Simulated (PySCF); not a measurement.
GeH3, SMILES [GeH3] (connectivity only; charge and spin as stated), charge +1, multiplicity 1.

Geometry: PBE0-D3(BJ)/def2-TZVPD. The spin state was assumed, not searched. The isomer is the one that the SMILES or the coordinates give; other isomers of the formula were not compared.

Vertical ionisation energy (IE) and electron affinity (EA) in eV. Rows of orbital energies are one-electron estimates. Where ΔSCF, EOM or ADC give a negative EA the extra electron is unbound and the value depends on the basis.

```tsv
level	IE	EA
−ε(HOMO), −ε(LUMO), B3LYP/def2-TZVPD (PySCF)	[?]	[?]
−ε(HOMO), −ε(LUMO), r2SCAN/def2-TZVPD (PySCF)	16.32	10.76
ADC(2)/aug-cc-pVDZ (PySCF)	20.17	7.54
```

### Question
Complete the blanks. (Estimate from the structure and the level; the computed values follow.)

### Answer

- −ε(HOMO), −ε(LUMO), B3LYP/def2-TZVPD (PySCF), IE: 17.09
- −ε(HOMO), −ε(LUMO), B3LYP/def2-TZVPD (PySCF), EA: 10.42

### Question
Beyond the first one, list the lowest photoelectron lines from ADC(2)/aug-cc-pVDZ in PySCF 2.14.0 with their pole strengths (two spins summed). (Estimate from the structure and the level; the computed values follow.)

### Answer
26.17 eV (1.85).
